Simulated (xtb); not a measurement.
xtb input (GFN2-xTB):

```bash
xtb mol.xyz --gfn 2 --sp --chrg -1 --uhf 0
```
mol.xyz:
```
3

Cu     0.00000000     0.00000000     0.00000000
Cl     0.00000000     0.00000000     2.07967726
Cl    -0.00000000    -0.00000000    -2.07967726
```

Output:

```
           -------------------------------------------------
          |                Calculation Setup                |
           -------------------------------------------------

           -------------------------------------------------
          |                 G F N 2 - x T B                 |
           -------------------------------------------------

        Reference                      10.1021/acs.jctc.8b01176
      * Hamiltonian:
        H0-scaling (s, p, d)           1.850000    2.230000    2.230000
        zeta-weighting                 0.500000
      * Dispersion:
        s8                             2.700000
        a1                             0.520000
        a2                             5.000000
        s9                             5.000000
      * Repulsion:
        kExp                           1.500000    1.000000
        rExp                           1.000000
      * Coulomb:
        alpha                          2.000000
        third order                    shell-resolved
        anisotropic                    true
        a3                             3.000000
        a5                             4.000000
        cn-shift                       1.200000
        cn-exp                         4.000000
        max-rad                        5.000000

          ...................................................
          :                      SETUP                      :
          :.................................................:
          :  # basis functions                  30          :
          :  # atomic orbitals                  27          :
          :  # shells                            9          :
          :  # electrons                        26          :
          :  max. iterations                   250          :
          :  Hamiltonian                  GFN2-xTB          :
          :  restarted?                      false          :
          :  GBSA solvation                  false          :
          :  PC potential                    false          :
          :  electronic temp.          300.0000000     K    :
          :  accuracy                    1.0000000          :
          :  -> integral cutoff          0.2500000E+02      :
          :  -> integral neglect         0.1000000E-07      :
          :  -> SCF convergence          0.1000000E-05 Eh   :
          :  -> wf. convergence          0.1000000E-03 e    :
          :  Broyden damping             0.4000000          :
          :  net charge                         -1          :
          :  unpaired electrons                  0          :
          ...................................................

 iter      E             dE          RMSdq      gap      omega  full diag
   1    -13.3352449 -0.133352E+02  0.500E+00    7.24       0.0  T
   2    -13.3371108 -0.186588E-02  0.299E+00    7.62       1.0  T
   3    -13.3384166 -0.130587E-02  0.120E+00    8.02       1.0  T
   4    -13.3389531 -0.536492E-03  0.500E-01    8.01       1.0  T
   5    -13.3390944 -0.141268E-03  0.151E-01    8.01       1.0  T
   6    -13.3391000 -0.563635E-05  0.210E-02    8.04       2.8  T
   7    -13.3391001 -0.283248E-07  0.116E-02    8.04       5.0  T
   8    -13.3391001 -0.108080E-07  0.197E-03    8.04      29.3  T
   9    -13.3391001 -0.992202E-09  0.371E-04    8.04     155.6  T
  10    -13.3391001  0.111022E-10  0.239E-04    8.04     242.1  T

   *** convergence criteria satisfied after 10 iterations ***

         #    Occupation            Energy/Eh            Energy/eV
      -------------------------------------------------------------
         1        2.0000           -0.8665948             -23.5812
       ...           ...                  ...                  ...
         7        2.0000           -0.2453753              -6.6770
         8        2.0000           -0.2453753              -6.6770
         9        2.0000           -0.1805922              -4.9142
        10        2.0000           -0.1805922              -4.9142
        11        2.0000           -0.1758142              -4.7841
        12        2.0000           -0.1747120              -4.7542
        13        2.0000           -0.1747120              -4.7542 (HOMO)
        14                          0.1208901               3.2896 (LUMO)
        15                          0.1208901               3.2896
        16                          0.2025078               5.5105
        17                          0.2368454               6.4449
        18                          0.2412882               6.5658
       ...                                ...                  ...
        27                          0.7061718              19.2159
      -------------------------------------------------------------
                  HL-Gap            0.2956021 Eh            8.0437 eV
             Fermi-level           -0.0269109 Eh           -0.7323 eV

 SCC (total)                   0 d,  0 h,  0 min,  0.006 sec
 SCC setup                      ...        0 min,  0.000 sec (  2.720%)
 Dispersion                     ...        0 min,  0.000 sec (  1.453%)
 classical contributions        ...        0 min,  0.000 sec (  0.608%)
 integral evaluation            ...        0 min,  0.001 sec ( 16.622%)
 iterations                     ...        0 min,  0.003 sec ( 53.864%)
 molecular gradient             ...        0 min,  0.001 sec ( 19.779%)
 printout                       ...        0 min,  0.000 sec (  4.451%)

         :::::::::::::::::::::::::::::::::::::::::::::::::::::
         ::                     SUMMARY                     ::
         :::::::::::::::::::::::::::::::::::::::::::::::::::::
         :: total energy             -13.334138556772 Eh    ::
         :: gradient norm              0.000919367103 Eh/a0 ::
         :: HOMO-LUMO gap              8.043742993761 eV    ::
         ::.................................................::
         :: SCC energy               -13.339100187357 Eh    ::
         :: -> isotropic ES            0.129427890442 Eh    ::
         :: -> anisotropic ES         -0.003662648528 Eh    ::
         :: -> anisotropic XC         -0.009539280596 Eh    ::
         :: -> dispersion             -0.001974608743 Eh    ::
         :: repulsion energy           0.004961630585 Eh    ::
         :: add. restraining           0.000000000000 Eh    ::
         :: total charge              -1.000000000000 e     ::
         :::::::::::::::::::::::::::::::::::::::::::::::::::::

           -------------------------------------------------
          |                Property Printout                |
           -------------------------------------------------

    * Orbital Energies and Occupations

         #    Occupation            Energy/Eh            Energy/eV
      -------------------------------------------------------------
         1        2.0000           -0.8665948             -23.5812
         2        2.0000           -0.8609054             -23.4264
         3        2.0000           -0.2885693              -7.8524
         4        2.0000           -0.2588890              -7.0447
         5        2.0000           -0.2462758              -6.7015
         6        2.0000           -0.2462758              -6.7015
         7        2.0000           -0.2453753              -6.6770
         8        2.0000           -0.2453753              -6.6770
         9        2.0000           -0.1805922              -4.9142
        10        2.0000           -0.1805922              -4.9142
        11        2.0000           -0.1758142              -4.7841
        12        2.0000           -0.1747120              -4.7542
        13        2.0000           -0.1747120              -4.7542 (HOMO)
        14                          0.1208901               3.2896 (LUMO)
Note: The following floating-point exceptions are signalling: IEEE_UNDERFLOW_FLAG IEEE_DENORMAL
normal termination of xtb
        15                          0.1208901               3.2896
        16                          0.2025078               5.5105
        17                          0.2368454               6.4449
        18                          0.2412882               6.5658
        19                          0.2412882               6.5658
        20                          0.2414676               6.5707
        21                          0.2414676               6.5707
        22                          0.2463057               6.7023
        23                          0.2463057               6.7023
        24                          0.2490125               6.7760
       ...                                ...                  ...
        27                          0.7061718              19.2159
      -------------------------------------------------------------
                  HL-Gap            0.2956021 Eh            8.0437 eV
             Fermi-level           -0.0269109 Eh           -0.7323 eV

     #   Z          covCN         q      C6AA      α(0)
     1  29 Cu       1.598     0.243   145.448    27.462
     2  17 Cl       0.799    -0.622   120.147    16.768
     3  17 Cl       0.799    -0.622   120.147    16.768

 Mol. C6AA /au·bohr⁶  :       1127.422082
 Mol. C8AA /au·bohr⁸  :      61283.344388
 Mol. α(0) /au        :         60.997220

Wiberg/Mayer (AO) data.
largest (>0.10) Wiberg bond orders for each atom

 ---------------------------------------------------------------------------
     #   Z sym  total        # sym  WBO       # sym  WBO       # sym  WBO
 ---------------------------------------------------------------------------
     1  29 Cu   1.266 --     3 Cl   0.633     2 Cl   0.633
     2  17 Cl   0.646 --     1 Cu   0.633
     3  17 Cl   0.646 --     1 Cu   0.633
 ---------------------------------------------------------------------------

Topologies differ in total number of bonds
Writing topology from bond orders to xtbtopo.mol

molecular dipole:
                 x           y           z       tot (Debye)
 q only:        0.000       0.000      -0.000
   full:       -0.000      -0.000      -0.000       0.000
molecular quadrupole (traceless):
                xx          xy          yy          xz          yz          zz
 q only:        9.603       0.000       9.603       0.000       0.000     -19.206
  q+dip:       12.970       0.000      12.970      -0.000      -0.000     -25.939
   full:       13.001       0.000      13.001      -0.000      -0.000     -26.002

           -------------------------------------------------
          | TOTAL ENERGY              -13.334138556772 Eh   |
          | GRADIENT NORM               0.000919367103 Eh/α |
          | HOMO-LUMO GAP               8.043742993761 eV   |
           -------------------------------------------------

------------------------------------------------------------------------
------------------------------------------------------------------------
 total:
 SCF:
```

This state (charge -1, singlet) is run at the relaxed geometry of the species with charge 0 and multiplicity 2.
